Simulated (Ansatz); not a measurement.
`NC[SiH](N)O` + `[NH2][GeH2][SiH](N)O` → `N[Si@H](O)[Si@H](N)O` + `N[CH2][GeH2][NH2]`  (redistribution)

Computed with Ansatz on PBE0-D4/def2-TZVP structures; ΔE is electronic, products minus reactants. CCSD(T)/CBS is the MP2 limit (def2-TZVPP, def2-QZVPP) plus CCSD(T) − MP2 in def2-TZVPP, frozen cores. DFT in def2-TZVPP. For Ge outer-core shells are correlated without core-valence functions, which leaves a few kJ/mol of doubt a bond. Scalar relativity is left out up to krypton. Each species was taken in one conformer, which may not be the lowest.

`NC[SiH](N)O`:

Z-matrix (Å, degrees):
```
C
Si 1 1.871
N 1 1.464 2 107.4
H 1 1.101 2 111.2 3 -126.3
H 1 1.095 2 107.5 3 117.2
O 2 1.654 1 102.5 3 61.3
N 2 1.710 1 113.4 3 -58.5
H 2 1.490 1 112.6 3 -178.8
H 3 1.012 1 111.4 2 178.5
H 3 1.013 1 109.8 2 -62.9
H 6 0.958 2 115.6 1 -159.8
H 7 1.005 2 120.8 1 -113.0
H 7 1.008 2 119.7 1 34.8
```

`[NH2][GeH2][SiH](N)O`:

Z-matrix (Å, degrees):
```
Ge
Si 1 2.375
N 1 1.848 2 106.6
H 1 1.556 2 109.9 3 -123.4
H 1 1.541 2 113.5 3 117.7
O 2 1.658 1 101.2 3 36.5
N 2 1.708 1 110.1 3 160.6
H 2 1.489 1 115.5 3 -81.7
H 3 1.011 1 114.6 2 -167.4
H 3 1.012 1 111.7 2 -43.5
H 6 0.959 2 117.9 1 -173.6
H 7 1.006 2 122.7 1 149.3
H 7 1.006 2 123.2 1 -46.7
```

`N[Si@H](O)[Si@H](N)O`:

```xyz
14

N    -1.793    0.658   -0.750
Si   -0.343   -0.051   -1.332
O    -0.476   -1.511   -2.106
Si    0.979   -0.231    0.601
N     0.058    0.417    1.902
O     2.420    0.506    0.252
H    -2.529    0.965   -1.365
H    -2.143    0.404    0.160
H     0.190    0.826   -2.401
H    -0.689   -2.274   -1.565
H     1.255   -1.635    1.035
H     0.264    0.182    2.860
H    -0.331    1.344    1.829
H     3.138    0.401    0.878
```

`N[CH2][GeH2][NH2]`:

Z-matrix (Å, degrees):
```
C
Ge 1 1.972
N 1 1.455 2 109.2
H 1 1.101 2 109.1 3 -126.9
H 1 1.094 2 107.0 3 117.9
N 2 1.845 1 114.6 3 170.4
H 2 1.537 1 110.2 3 -69.3
H 2 1.543 1 107.9 3 51.7
H 3 1.012 1 111.5 2 176.3
H 3 1.012 1 111.0 2 -64.4
H 6 1.011 2 114.8 1 -57.8
H 6 1.010 2 114.3 1 68.6
```

Is it downhill or uphill in electronic energy at CCSD(T)/CBS, and by how much? (An estimate is asked.)

Ansatz gave: Uphill: ΔE = +0.45 eV.

What do these levels give: PBE-D4, PBE, PBE0, SCS-MP2/def2-TZVPP, HF/CBS(def2), MP2/CBS(def2)? (Best estimate.)

Computed: PBE-D4 0.41, PBE 0.40, PBE0 0.44, SCS-MP2/def2-TZVPP 0.44, HF/CBS(def2) 0.50, MP2/CBS(def2) 0.46 eV.

Largest T1 diagnostic among the species: 0.012.

In def2-TZVPP, CCSD(T) changes the Hartree–Fock value by −0.06 eV (the triples alone add −0.02 eV) and MP2 by −0.04 eV. From PBE to PBE0 (25 % exact exchange), in def2-TZVPP and without D4, ΔE moves by +0.04 eV.
